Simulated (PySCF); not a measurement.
C₄H₅NS₂, SMILES n1csc(c1C)S. Atoms are numbered in the order given.

```xyz
12

C     -1.0387     2.1229     0.5151
C     -0.0311     1.0777     0.1530
N      1.2792     1.4375    -0.0714
C      2.0188     0.4002    -0.3751
S      1.1868    -1.1305    -0.4049
C     -0.2929    -0.2856     0.0080
S     -1.8074    -1.1390     0.3090
H     -1.0548     2.9222    -0.2533
H     -0.7676     2.6060     1.4763
H     -2.0485     1.6825     0.6075
H      3.0936     0.4572    -0.6073
H     -2.1831    -1.3093    -0.9950
```

Geometry optimised at PBE-D3(BJ)/def2-SVP. One conformer was computed; it need not be the lowest.

All values below come from PBE-D3(BJ)/def2-SVP in PySCF 2.14.0.

Frequencies are harmonic and unscaled.

```csv
mode,ν (cm⁻¹),IR (km/mol),moving atoms (share of kinetic energy)
1,79,7.5,H 96 %
2,156,1.7,"S 35 %, C 27 %, N 22 %, H 17 %"
3,174,9.8,H 90 %
4,214,0.1,"S 51 %, C 33 %, H 16 %"
5,252,4.8,"C 74 %, H 20 %"
6,332,1.8,"S 48 %, C 28 %, H 19 %"
7,447,5.0,"S 52 %, C 25 %, N 15 %, H 9 %"
8,493,0.9,"C 61 %, H 15 %, N 13 %, S 11 %"
9,572,1.2,"C 46 %, S 39 %, H 12 %"
10,639,1.0,"C 56 %, N 30 %, H 14 %"
11,676,0.5,"N 33 %, C 32 %, S 31 %"
12,764,17.3,"H 81 %, C 19 %"
13,815,19.2,"C 71 %, H 12 %, S 11 %"
14,900,10.8,"H 82 %, C 12 %"
15,917,12.8,"C 52 %, H 28 %, N 16 %"
16,969,14.3,"C 49 %, H 42 %"
17,1007,3.9,"H 61 %, C 39 %"
18,1047,20.6,"C 67 %, H 19 %, N 10 %"
19,1209,3.9,"H 71 %, C 26 %"
20,1314,3.6,"H 56 %, C 32 %, N 12 %"
21,1347,15.5,"C 53 %, H 38 %, N 9 %"
22,1393,6.9,"H 82 %, C 17 %"
23,1401,5.9,H 95 %
24,1448,21.4,"C 63 %, N 31 %"
25,1510,54.2,"C 77 %, N 15 %"
26,2555,12.9,H 97 %
27,2978,13.5,H 97 %
28,3056,4.8,"H 91 %, C 9 %"
29,3097,2.1,"H 91 %, C 9 %"
30,3141,0.1,"H 91 %, C 9 %"
```
